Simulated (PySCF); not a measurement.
CH$_{5}$AlO$_{2}$ (SMILES C[O][AlH][OH]), singlet, at a GFN2-xTB geometry (such geometries of metal compounds can be far from the true shape), atoms displaced at random by about 0.08 Å a coordinate; B3LYP/6-31G, gradient run with PySCF.

The PySCF input:
```python
from pyscf import gto, scf, dft

mol = gto.Mole()
mol.atom = '''
    Al   -0.318068    0.093030    0.761489
    H    -1.445594   -0.784887    1.214154
    O     0.344019    0.911392    1.856628
    H     0.847785    1.603030    2.428310
    O    -0.062514   -0.419025   -0.868537
    C     0.224501   -0.585777   -2.193731
    H     1.083346   -1.421566   -2.282218
    H    -0.555218   -1.089479   -2.646695
    H     0.629048    0.318044   -2.700179
'''
mol.basis = '6-31g'
mol.charge = 0
mol.spin = 0
mol.verbose = 3
mol.build()

mf = dft.RKS(mol)
mf.xc = 'b3lyp'
mf.kernel()
g = mf.nuc_grad_method()
g.grid_response = True
grad = g.kernel()
```

What the program printed (banner, timings and long lists left out):

```
converged SCF energy = -433.950062232654
--------------- RKS gradients ---------------
         x                y                z
0 Al     0.0602353293     0.0946277380     0.1220713527
1 H     0.0236300641     0.0126482392    -0.0119690853
2 O    -0.1077953564    -0.1391680138    -0.1369515231
3 H     0.0324433290     0.0475610138     0.0373283110
4 O     0.0020061726    -0.0267913799    -0.0427054362
5 C    -0.0863027954     0.0290922059     0.0009464328
6 H     0.0222695847    -0.0330602728    -0.0004558812
7 H     0.0418475405     0.0075646051     0.0318122330
8 H     0.0116661316     0.0075258645    -0.0000764036
----------------------------------------------
```
